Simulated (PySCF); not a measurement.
**`BCO[SiH2]OC`: 4 charge schemes on one density**

C₂H₉BO₂Si.
Structure used (PBE0-D3(BJ)/def2-SVP), in Å, numbered top down from 1:
```xyz
15
C2H9BO2Si angstrom
B      2.685   -0.016   -0.101
C      1.495    0.950   -0.350
O      0.319    0.480   -0.955
Si    -0.398   -0.993   -0.682
O     -2.035   -0.789   -0.735
C     -2.742    0.132    0.050
H      2.685   -1.158   -0.501
H      3.659    0.418    0.469
H      1.267    1.519    0.576
H      1.943    1.732   -1.007
H     -0.096   -1.985   -1.743
H      0.054   -1.470    0.667
H     -2.649   -0.089    1.130
H     -3.808    0.079   -0.215
H     -2.393    1.165   -0.120
```

Density: PBE0/pcSseg-1 (PySCF); schemes: Mulliken, IAO, Hirshfeld and ESP-fitted. Isolated species at its PBE0-D3(BJ)/def2-SVP geometry (one conformer only).

Which atoms carry the lowest charge in the Mulliken, IAO, Hirshfeld and ESP-fitted schemes?

The schemes don't all agree: Mulliken O3 (-0.652); IAO O3 (-0.643); Hirshfeld O3 (-0.236); ESP-fitted O5 (-0.448).

For which atoms does the sign change between the 4 schemes (beyond +0.03 e in one, beyond −0.03 e in another)?

For none.

What partial charge does each atom carry?

In e:

```csv
atom,environment,Mulliken,IAO,Hirshfeld,ESP-fitted
B1,three-coordinate boron,+0.074,+0.043,+0.157,+0.328
C2,sp3 carbon bound to oxygen,-0.093,-0.194,-0.062,+0.026
O3,silyl ether oxygen,-0.652,-0.643,-0.236,-0.437
Si4,oxygen-bound silicon,+0.973,+1.177,+0.440,+0.748
O5,silyl ether oxygen,-0.632,-0.628,-0.232,-0.448
C6,methoxy carbon,-0.027,-0.194,-0.033,+0.011
H7,B–H hydrogen,+0.021,+0.014,-0.050,-0.124
H8,B–H hydrogen,+0.014,+0.017,-0.052,-0.144
H9,methylene hydrogen,+0.130,+0.153,+0.049,+0.051
H10,methylene hydrogen,+0.142,+0.178,+0.060,+0.072
H11,Si–H hydrogen,-0.117,-0.147,-0.075,-0.127
H12,Si–H hydrogen,-0.162,-0.183,-0.091,-0.148
H13,methyl hydrogen,+0.098,+0.122,+0.038,+0.053
H14,methyl hydrogen,+0.123,+0.151,+0.048,+0.077
H15,methyl hydrogen,+0.108,+0.132,+0.040,+0.061
```

Mean size of the charges over all atoms: IAO 0.265 e, Mulliken 0.224 e, ESP-fitted 0.190 e, Hirshfeld 0.111 e. Each set sums to the total charge, 0, to within 0.001 e. The Hirshfeld scheme divides the density at each point in proportion to the densities of the neutral, spherically averaged free atoms.

How many electrons does the Hirshfeld scheme count on C2?

Z − q = 6 − (-0.062) = 6.062.

Sum the charges by element, for elements with more than one atom.

```
element  atoms  Mulliken     IAO  Hirshfeld  ESP-fitted
      C      2    -0.120  -0.387     -0.096      +0.037
      O      2    -1.284  -1.272     -0.468      -0.885
      H      9    +0.357  +0.439     -0.033      -0.228
```

How closely do the schemes follow one another over all atoms?

Correlation coefficient and root-mean-square difference: Mulliken with IAO 0.99, 0.076 e; Hirshfeld with ESP-fitted 0.98, 0.127 e; Mulliken with Hirshfeld 0.96, 0.211 e; IAO with Hirshfeld 0.96, 0.258 e; Mulliken with ESP-fitted 0.94, 0.135 e; IAO with ESP-fitted 0.92, 0.185 e.
